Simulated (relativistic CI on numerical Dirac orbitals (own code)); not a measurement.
Cr2+: resonant inelastic scattering at the M2,3 edge

Computed with this model: Dirac-Coulomb-Breit CI, separate exchange-only KLI orbitals for each configuration, model QED (radiative potential, 1s self-energy scaled to tabulated hydrogen-like ionisation energies), Kramers-Heisenberg scattering through one core-hole configuration in a parametric crystal field, unscaled Slater integrals; configurations [Ar] 3d4 → [Ne] 3s2 3p5 3d5; 300 K; core-hole width 0.48 eV; summed over polarisations. Incident energies are the highest absorption maxima for each field (at most a few, so the weaker spin-orbit partner edge can be absent), on the computed scale of the free ion. Intensities are in per cent of the strongest line above 0.02 eV; levels within 1 cm⁻¹ are merged; final levels count from the ground level, the first row holds all elastic scattering, lines under 0.4 are left out and each table stops after 24 rows. The scale of the Slater integrals is a model choice and moves the terms in proportion.

Field parameters in Wybourne normalisation: D4h B²₀ = −7Ds, B⁴₀ = 21(Dq − Dt), B⁴₄ = 21√(5/14) Dq. The field is a parameter set, without covalency.

S is read from ⟨S²⟩ = S(S + 1).

D4h, 10Dq = 8150, Ds = -1500, Dt = -510 cm⁻¹:

| Final level (eV) | Degeneracy | Irrep | S | 50 eV | 50.6 eV | 60 eV |
| --- | --- | --- | --- | --- | --- | --- |
| 0.000 | 1 | A1 | 2.00 | 484.2 | 182.8 | 168.1 |
| 0.000 | 2 | E | 2.00 | 4.9 | 5.1 | 11.2 |
| 0.001 | 2 | B1+B2 | 2.00 | 2.2 | 2.2 | 5.7 |
| 1.059 | 2 | A1+A2 | 2.00 | 4.6 | 2.4 | 29.1 |
| 1.060 | 2 | E | 2.00 | 5.7 | 3.1 | 36.4 |
| 1.061 | 1 | B1 | 2.00 | 3.1 | 1.7 | 18.4 |
| 1.816 | 2 | E | 2.00 | 13.7 | 15.2 | 100.0 |
| 1.822 | 1 | A1 | 1.98 | 7.8 | 7.9 | 33.4 |
| 1.823 | 1 | A2 | 2.00 | 8.0 | 8.0 | 30.3 |
| 1.829 | 2 | E | 1.99 | 17.7 | 16.6 | 53.4 |
| 1.835 | 1 | B2 | 2.00 | 9.7 | 8.9 | 30.4 |
| 1.836 | 1 | A1 | 1.03 | 0.2 | 0.2 | 1.1 |
| 1.836 | 1 | B1 | 2.00 | 9.3 | 8.8 | 28.8 |
| 1.837 | 2 | E | 1.03 | 0.5 | 0.4 | 1.9 |
| 1.842 | 2 | E | 2.00 | 17.8 | 18.1 | 82.3 |
| 2.071 | 2 | A1+A2 | 2.00 | 0.4 | 0.6 | 30.3 |
| 2.072 | 2 | E | 2.00 | 0.4 | 0.8 | 36.9 |
| 2.072 | 1 | B2 | 2.00 | 0.2 | 0.4 | 18.6 |
| 4.599 | 2 |  | 0.98 | 0.1 | 0.0 | 0.5 |
| 5.844 | 2 |  | 1.00 | 0.0 | 0.0 | 0.4 |

D4h, 10Dq = 8150, Ds = -860, Dt = -510 cm⁻¹:

```
Final level (eV)  Degeneracy  Irrep     S  49.9 eV  59.9 eV
           0.000           1     A1  2.00    510.0    170.8
           0.000           2      E  2.00      6.0     13.1
           0.001           2  B1+B2  2.00      2.7      6.4
           0.742           2  A1+A2  2.00      7.5     32.2
           0.743           2      E  2.00      9.3     45.2
           0.743           1     B1  2.00      5.1     24.1
           1.737           2      E  2.00     18.6    100.0
           1.738           1     A1  2.00      8.1     29.1
           1.738           1     A2  2.00      8.0     26.3
           1.739           2      E  2.00     13.1     65.4
           1.739           1     B2  2.00      5.9     36.7
           1.757           1     B1  2.00      8.7     32.6
           1.757           2      E  2.00     14.1     76.9
           1.759           2  A1+A2  2.00      5.2     49.1
           1.771           2      E  2.00      8.8     50.8
           1.771           1     B2  2.00      4.3     22.3
```

For the first field the strongest loss at the lowest incident energy is the level at 1.84 eV (S = 2.00, against 2.00 in the thermal ground state).
